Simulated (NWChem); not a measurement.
System: C2H5O2 cation; SMILES CC(O)=[OH+]

The following NWChem deck was run.

```
start job
memory heap 200 mb stack 900 mb global 1100 mb
charge 1
geometry units angstroms noautosym nocenter noautoz
  C      0.025633    -1.422421     0.003005
  C     -0.007293     0.053158     0.008588
  O     -1.142750     0.643176    -0.113415
  O      1.036739     0.813661     0.099296
  H      0.841241    -1.816369     0.639891
  H     -0.953419    -1.828704     0.317470
  H      0.210418    -1.759256    -1.043549
  H     -1.066175     1.630784    -0.132307
  H      1.884362     0.320199     0.193744
end
basis spherical
  C library def2-svp
  O library def2-svp
  H library def2-svp
end
dft
  xc b3lyp
  iterations 150
end
property
  response 1 0.0773
end
task dft property
```

Output (shortened):

```
             Northwest Computational Chemistry Package (NWChem) 7.3.0
             --------------------------------------------------------

                             Geometry "geometry" -> ""
                             -------------------------

 Output coordinates in angstroms (scale by  1.889725989 to convert to a.u.)

  No.       Tag          Charge          X              Y              Z
 ---- ---------------- ---------- -------------- -------------- --------------
    1 C                    6.0000     0.02563300    -1.42242100     0.00300500
    2 C                    6.0000    -0.00729300     0.05315800     0.00858800
    3 O                    8.0000    -1.14275000     0.64317600    -0.11341500
    4 O                    8.0000     1.03673900     0.81366100     0.09929600
    5 H                    1.0000     0.84124100    -1.81636900     0.63989100
    6 H                    1.0000    -0.95341900    -1.82870400     0.31747000
    7 H                    1.0000     0.21041800    -1.75925600    -1.04354900
    8 H                    1.0000    -1.06617500     1.63078400    -0.13230700
    9 H                    1.0000     1.88436200     0.32019900     0.19374400

 Effective nuclear repulsion energy (a.u.)     129.9092733053

                              NWChem Property Module
                              ----------------------

                                 NWChem DFT Module
                                 -----------------

 Summary of "ao basis" -> "ao basis" (spherical)
 ------------------------------------------------------------------------------
       Tag                 Description            Shells   Functions and Types
 ---------------- ------------------------------  ------  ---------------------
 C                          def2-svp                 6       14   3s2p1d
 O                          def2-svp                 6       14   3s2p1d
 H                          def2-svp                 3        5   2s1p

            General Information
            -------------------
          SCF calculation type: DFT
          Wavefunction type:  closed shell.
          No. of atoms     :     9
          No. of electrons :    32
           Alpha electrons :    16
            Beta electrons :    16
          Charge           :     1
          Spin multiplicity:     1
          Use of symmetry is: off; symmetry adaption is: off
          Maximum number of iterations: 150
          AO basis - number of functions:    81
                     number of shells:    39
          Convergence on energy requested:  1.00D-06
          Convergence on density requested:  1.00D-05
          Convergence on gradient requested:  5.00D-04

              XC Information
              --------------
                         B3LYP Method XC Potential
                     Hartree-Fock (Exact) Exchange  0.200
                        Slater Exchange Functional  0.800 local
                    Becke 1988 Exchange Functional  0.720 non-local
              Lee-Yang-Parr Correlation Functional  0.810
                  VWN I RPA Correlation Functional  0.190 local

             Grid Information
             ----------------
          Grid used for XC integration:  medium
          Radial quadrature: Mura-Knowles
          Angular quadrature: Lebedev.
          Tag              B.-S. Rad. Rad. Pts. Rad. Cut. Ang. Pts.
          ---              ---------- --------- --------- ---------
          C                   0.70       49          10.0       434
          O                   0.60       49          10.0       434
          H                   0.35       45          11.0       434
          Grid pruning is: on
          Number of quadrature shells:   421
          Spatial weights used:  Erf1

      Superposition of Atomic Density Guess
      -------------------------------------

 Sum of atomic energies:        -227.12832384

 Renormalizing density from      33.00 to     32

      Non-variational initial energy
      ------------------------------

 Total energy =    -224.573753
 1-e energy   =    -549.467915
 2-e energy   =     194.984889
 HOMO         =      -0.791978
 LUMO         =      -0.339910

   convergence    iter        energy       DeltaE   RMS-Dens  Diis-err
 ---------------- ----- ----------------- --------- --------- ---------
 d= 0,ls=0.0,diis     1   -229.0766309776 -3.59D+02  1.98D-02  1.62D+00
 d= 0,ls=0.0,diis     2   -228.9342255514  1.42D-01  1.18D-02  3.26D+00
 d= 0,ls=0.0,diis     3   -229.2279868481 -2.94D-01  1.99D-03  5.06D-02
 d= 0,ls=0.0,diis     4   -229.2321476436 -4.16D-03  8.07D-04  1.13D-02
 d= 0,ls=0.0,diis     5   -229.2332977773 -1.15D-03  2.57D-04  1.22D-03
  Resetting Diis
 d= 0,ls=0.0,diis     6   -229.2334092016 -1.11D-04  5.16D-05  5.81D-05
 d= 0,ls=0.0,diis     7   -229.2334151335 -5.93D-06  1.69D-05  1.05D-06
 d= 0,ls=0.0,diis     8   -229.2334150869  4.66D-08  8.95D-06  1.50D-06

         Total DFT energy =     -229.233415086891
      One electron energy =     -560.888392499152
           Coulomb energy =      231.296482978708
    Exchange-Corr. energy =      -29.550778871788
 Nuclear repulsion energy =      129.909273305340

 Numeric. integr. density =       32.000000753817

                       DFT Final Molecular Orbital Analysis
                       ------------------------------------

 Vector   14  Occ=2.000000D+00  E=-6.252273D-01
              MO Center=  3.2D-01, -1.1D+00, -1.6D-01, r^2= 2.1D+00
   Bfn.  Coefficient  Atom+Function         Bfn.  Coefficient  Atom+Function
  ----- ------------  ---------------      ----- ------------  ---------------
     6      0.396501  1 C  pz                67     -0.319095  7 H  s
    57      0.239881  5 H  s                 48     -0.223944  4 O  pz
     9      0.188425  1 C  pz                47      0.166772  4 O  py
    51     -0.156159  4 O  pz                34     -0.111732  3 O  pz
     4      0.102936  1 C  px                50      0.101338  4 O  py

 Vector   15  Occ=2.000000D+00  E=-6.217807D-01
              MO Center=  2.5D-03, -9.3D-01,  1.1D-01, r^2= 2.5D+00
   Bfn.  Coefficient  Atom+Function         Bfn.  Coefficient  Atom+Function
  ----- ------------  ---------------      ----- ------------  ---------------
     4      0.371269  1 C  px                62     -0.340367  6 H  s
    47      0.276289  4 O  py                50      0.175424  4 O  py
    48      0.161285  4 O  pz                 7      0.142200  1 C  px
    57      0.133749  5 H  s                  6     -0.129377  1 C  pz
    67      0.123884  7 H  s                 51      0.115789  4 O  pz

 Vector   16  Occ=2.000000D+00  E=-6.134278D-01
              MO Center= -2.2D-01,  6.0D-01, -3.1D-02, r^2= 1.9D+00
   Bfn.  Coefficient  Atom+Function         Bfn.  Coefficient  Atom+Function
  ----- ------------  ---------------      ----- ------------  ---------------
    34      0.496058  3 O  pz                48     -0.420043  4 O  pz
    37      0.345928  3 O  pz                51     -0.295186  4 O  pz
     6     -0.071700  1 C  pz                 4      0.069594  1 C  px
    62     -0.068919  6 H  s                 67      0.064018  7 H  s
     7      0.061069  1 C  px                32     -0.057931  3 O  px

 Vector   17  Occ=0.000000D+00  E=-2.824314D-01
              MO Center= -1.1D-02,  3.9D-02, -2.7D-02, r^2= 1.8D+00
   Bfn.  Coefficient  Atom+Function         Bfn.  Coefficient  Atom+Function
  ----- ------------  ---------------      ----- ------------  ---------------
    20      0.634670  2 C  pz                23      0.485581  2 C  pz
    34     -0.309648  3 O  pz                37     -0.301987  3 O  pz
    48     -0.296761  4 O  pz                51     -0.289997  4 O  pz
    68      0.248242  7 H  s                 67      0.184074  7 H  s
    58     -0.144683  5 H  s                 63     -0.107570  6 H  s

 Vector   18  Occ=0.000000D+00  E=-1.807112D-01
              MO Center=  1.3D+00,  2.2D-01,  1.5D-01, r^2= 4.4D+00
   Bfn.  Coefficient  Atom+Function         Bfn.  Coefficient  Atom+Function
  ----- ------------  ---------------      ----- ------------  ---------------
    78      0.972798  9 H  s                  3     -0.661541  1 C  s
    45     -0.619932  4 O  s                 58      0.438352  5 H  s
    73      0.437401  8 H  s                 31     -0.434876  3 O  s
    68      0.304329  7 H  s                 63      0.262869  6 H  s
    77      0.239187  9 H  s                 49     -0.226324  4 O  px

 Vector   19  Occ=0.000000D+00  E=-1.483734D-01
              MO Center= -4.8D-01,  1.4D+00, -7.0D-02, r^2= 4.1D+00
   Bfn.  Coefficient  Atom+Function         Bfn.  Coefficient  Atom+Function
  ----- ------------  ---------------      ----- ------------  ---------------
    73      1.127770  8 H  s                 31     -0.584497  3 O  s
    78     -0.547589  9 H  s                  3     -0.355789  1 C  s
    45      0.344587  4 O  s                 22     -0.339829  2 C  py
    36     -0.317373  3 O  py                72      0.293167  8 H  s
     8     -0.270606  1 C  py                33     -0.244359  3 O  py

     Multipole analysis of the density
     ---------------------------------

[...]

 DFT Linear Response polarizability / au
 Frequency  =       0.0773000 / au
 Wavelength =     589.4353558 / nm
              X              Y              Z
 -----------------------------------------------
 X      30.6702309     -1.4467005      1.2794118
 Y      -1.4467068     31.7554845      0.2407481
 Z       1.2794167      0.2407458     18.5916090
 -----------------------------------------------
 Eigenvalues =      29.7928332     32.7784935     18.4459977
 Isotropic   =      27.0057748
 Anisotropic =      13.0974287
 -----------------------------------------------

 Magnetic Dipole Response Matrix (nonzero elements):
```

Level: B3LYP/def2-SVP. The geometry was optimised at PBE-D3(BJ)/def2-SVP. B3LYP is NWChem's, with the RPA form of VWN correlation.
